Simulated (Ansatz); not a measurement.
F3H3SiSn can be A, `[F][Sn]([F])([F])[SiH3]`, or B, `F[Si](F)(F)[SnH3]`.

Calculated with Ansatz (gas phase, PBE0-D4/def2-TZVP geometries, no zero-point term in ΔE). CCSD(T)/CBS adds triple-zeta CCSD(T) − MP2 to the extrapolated MP2 energy (def2 sets, frozen cores). DFT in def2-TZVPP. B3LYP here is the variant with VWN-RPA as its local correlation; programs differ in this. def2 core potentials past Kr. For Sn outer-core shells are correlated without core-valence functions, which leaves a few kJ/mol of doubt a bond.

A:

Z-matrix (Å, degrees):
```
Sn
F 1 1.903
F 1 1.903 2 103.4
F 1 1.903 2 103.4 3 107.5
Si 1 2.560 2 114.9 3 -126.1
H 5 1.479 1 106.6 2 -179.7
H 5 1.480 1 106.5 2 -59.7
H 5 1.480 1 106.3 2 60.3
```

B:

Z-matrix (Å, degrees):
```
Si
F 1 1.583
F 1 1.583 2 106.8
F 1 1.583 2 106.8 3 -113.9
Sn 1 2.553 2 112.0 3 123.1
H 5 1.701 1 109.0 2 59.8
H 5 1.701 1 109.0 2 179.8
H 5 1.701 1 109.0 2 -60.2
```

Problem. Which is lower in electronic energy at CCSD(T)/CBS, and by how much? (An estimate is asked.)

Solution. Ansatz gave: B, by 56.0 kcal/mol.

Problem. Give E(B) − E(A) in kcal/mol with LDA (SPW92), B2PLYP, r2SCAN-D4, HF/def2-TZVPP, PBE0-D4, CCSD(T)/def2-SVP, B3LYP-D4. (An estimate is asked.)

Solution. Computed: LDA (SPW92) -61.3, B2PLYP -56.2, r2SCAN-D4 -55.6, HF/def2-TZVPP -61.3, PBE0-D4 -56.4, CCSD(T)/def2-SVP -49.8, B3LYP-D4 -54.9. None reverses the order clearly.

Problem. Does the order hold for the free energy at 298.15 K (harmonic terms from PBE0-D4)? (Best estimate.)

Solution. The calculation gave: Yes: G(B) − G(A) = -55.8 kcal/mol. Modes under 60 cm⁻¹, often nearly free rotors, make the harmonic entropy too high.

Largest T1 diagnostic: 0.015.

From r2SCAN to r2SCAN0 (25 % exact exchange), in def2-TZVPP and without D4, E(B) − E(A) moves by −4.5 kcal/mol. In def2-TZVPP, CCSD(T) changes the Hartree–Fock value by +0.8 kcal/mol (the triples alone add +1.3 kcal/mol) and MP2 by +0.8 kcal/mol.
